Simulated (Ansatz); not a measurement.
**Energy profile**

The step: ZnBrCl + H₂ → ZnHCl ([Cl][ZnH]) + HBr; bonds formed: Zn1–H5, Br2–H4; bonds broken: Zn1–Br2, H4–H5 (atoms numbered as in the saddle structure below).

| atom | x (Å) | y (Å) | z (Å) |
| --- | --- | --- | --- |
| Zn1 | -0.5430 | 0.0678 | 0.3914 |
| Br2 | 1.0827 | -0.8364 | -1.4810 |
| Cl3 | -2.4722 | -0.6033 | 0.8706 |
| H4 | 1.1460 | 0.3526 | -0.3306 |
| H5 | 0.7865 | 1.0192 | 0.5496 |

Electronic energies by CCSD(T) at an estimated basis limit (MP2 extrapolated from triple and quadruple zeta, plus CCSD(T) − MP2 in triple zeta), on PBE0-D4/def2-TZVP structures; ZnH2BrCl, closed shell; no counterpoise correction. Program: Ansatz 0.2.0. Basis: def2-TZVPP and def2-QZVPP. Cores are frozen in the correlated methods. The 3s and 3p shells of Cu and Zn are frozen; filled d shells are correlated. The def2 sets are not built for correlating such inner shells, so the correlated values are less sure here. Extrapolation: Hartree–Fock as exp(−7.88 √X), correlation as X^−2.97.

Problem. Give the profile in kJ/mol, counted from the separated reactants. (An estimate is asked for; the value comes from the calculation.)

Solution. The calculation gives:
```json
{"point": "separated: ZnBrCl (linked as [Cl][Zn][Br]; Zn1, Br2, Cl3; singlet) + H2 (H4, H5; singlet)", "kJ/mol": "0.0"}
{"point": "start structure", "kJ/mol": "-4.6"}
{"point": "saddle", "kJ/mol": "162.6"}
{"point": "end structure", "kJ/mol": "109.3"}
{"point": "separated: ZnHCl (linked as [Cl][ZnH]; Zn1, Cl3, H5; singlet) + HBr (Br2, H4; singlet)", "kJ/mol": "124.7"}
```

No T1 diagnostic of these runs exceeds 0.015.

For scale, one of the runs: CCSD(T)/def2-TZVPP, 182 basis functions, launched by `ansatz run in.yaml --threads 4 --pin off --events-out ev --progress --plain --max-ram 9574MiB`. Hardware: 4 CPU threads of an Arm Neoverse V2, shared host. Wall time 40 s; peak host memory 1.7 GiB.
